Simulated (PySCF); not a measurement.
Compound: C₃H₉NSi₂.
Cartesian coordinates in Å at the GFN2-xTB level; atoms count from 1:
```xyz
15
C3H9NSi2 angstrom
C      1.910    0.665   -0.407
Si     1.051   -1.006   -0.639
C     -0.577   -1.060    0.363
Si    -1.989    0.052   -0.235
C     -1.442    1.833   -0.071
N     -1.112    2.926    0.030
H      2.821    0.718   -0.996
H      1.272    1.491   -0.710
H      2.183    0.831    0.632
H      0.746   -1.236   -2.057
H      1.920   -2.091   -0.156
H     -0.355   -0.824    1.405
H     -0.942   -2.088    0.361
H     -2.301   -0.143   -1.653
H     -3.188   -0.060    0.604
```

Level of theory: PySCF, TDDFT wB97X-D/def2-SVPD, vertical, gas phase, core orbitals frozen in the response.

Ground-to-excited transition dipoles (e·a0, same axes as the geometry; the sign carries no meaning), for the states with f of 0.002 or more among the lowest 8:

```
state  E (eV)      μx      μy      μz
   S2   7.495   0.175  -0.133   0.071
   S3   7.523  -0.255   0.119   0.046
   S4   7.981   0.411  -0.289  -0.091
   S5   8.239   0.302   0.081  -0.001
   S6   8.258   0.341  -0.216  -0.073
   S7   8.352  -0.191   0.053   0.119
   S8   8.434  -0.039   0.305   0.027
```

Q: What oscillator strength does each state have?

A: f = (2/3) ΔE |μ|² with ΔE in hartree (27.2114 eV).

```tsv
state	|μ|² (au)	|μ| (D)	f
S2	0.053	0.59	0.010
S3	0.081	0.72	0.015
S4	0.261	1.30	0.051
S5	0.098	0.80	0.020
S6	0.168	1.04	0.034
S7	0.054	0.59	0.011
S8	0.095	0.78	0.020
```

Q: Which bond between heavy atoms lies closest to the direction of the S4 transition dipole?

A: C3–Si4, at 29° from it; next Si2–C3 at 40°.

Q: What angle do the transition dipoles of S6 and S8 make?

A: |cos θ| = |μa·μb| / (|μa| |μb|) = 0.64, so θ ≈ 50° (taken between 0 and 90°, since the signs are arbitrary).

Q: What peak molar absorption coefficient would the strongest computed level give as a lone Gaussian band 0.3 eV wide at half height?

A: ε(max) = 2.175×10⁸ f / FWHM, with the width in cm⁻¹. S4: 2.175×10⁸ × 0.0510 / 2420 ≈ 4600 L mol⁻¹ cm⁻¹.

One conformer stands for the species.
